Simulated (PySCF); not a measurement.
# Electronic structure of Li⁺ (lithium, charge +1) at the TPSS level

Configuration: 1s2, closed-shell 1S. All numbers are calculated (PySCF 2.14, scalar relativity by spin-free X2C-1e, in cc-pVTZ-DK (4s3p2d1f, 30 functions)).

```
Total energy                        : -7.2870 hartree
One-electron energy                 : -8.8870 hartree
Hartree (Coulomb) energy            : 3.3002 hartree
Exchange-correlation energy         : -1.7003 hartree
⟨S²⟩                                : 0.0000
⟨L²⟩                                : 0.000
Sum of ⟨r⟩                          : 1.147 bohr
Sum of ⟨r²⟩                         : 0.8987 bohr²
Langevin diamagnetic susceptibility : -0.712 ×10⁻⁶ cm³/mol
Time after the integrals            : 0.16 s of wall time on 1 thread of Neoverse-N1 (shared host)
```

```csv
shell,electrons,mean orbital energy (eV),"rms radius, mean of both spins (bohr)"
1s,2,-61.436,0.670
```
